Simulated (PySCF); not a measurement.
A side-by-side comparison of computed properties.

First species: C4H7ClF2O2S.
SMILES: `CC(C)C(F)(F)S(=O)(=O)Cl`

Second species: C8H9NO.
SMILES: `[O-][n+]1ccc(cc1)C(=C)C`

Levels: PBE0/pcSseg-1 for dipole moment, HOMO energy, LUMO energy and HOMO–LUMO gap; GFN2-xTB for rotational constant A and rotational constant C. Geometries: GFN2-xTB. All species are isolated and taken at one optimised geometry, non-relativistic unless stated; the electronic structure was computed with PySCF and density fitting.

Dipoles, sizes and rotational constants follow the conformer. The torsions of the flexible species, by atom-mapped SMILES:
- `[CH3:1][CH:2]([CH3:3])[C:4]([F:5])([F:6])[S:7](=[O:8])(=[O:9])[Cl:10]`: C1–C2–C4–F5 -176°, C2–C4–S7–O8 86°
- `[CH2:1]=[C:2]([CH3:3])[c:4]1[cH:5][cH:6][n+:7]([O-:8])[cH:9][cH:10]1`: C1–C2–C4–C5 -153°

(1) Which of the two has the higher HOMO–LUMO gap, and by how much?

(2) Which has the higher dipole moment?

(3) Which of the two has the higher HOMO energy, and by how much?

(4) Which of the two has the higher rotational constant C, and by how much?

(5) Which of the two has the higher rotational constant A, and by how much?

(6) Which has the higher LUMO energy?

Results:

(1) The first: 7.54 eV against 4.54 eV, a difference of 3.00 eV.

(2) The second: 4.19 D against 3.48 D, a difference of 0.71 D.

(3) The second: -6.11 eV against -9.25 eV, a difference of 3.14 eV.

(4) The first: 0.696 GHz against 0.686 GHz, a difference of 0.010 GHz.

(5) The second: 3.710 GHz against 1.669 GHz, a difference of 2.041 GHz.

(6) The second: -1.57 eV against -1.71 eV, a difference of 0.14 eV.

On the first: In atomic units the dipole is 1.37 e·bohr (1 au = 2.5417 D).

On the second: In atomic units the dipole is 1.65 e·bohr (1 au = 2.5417 D).
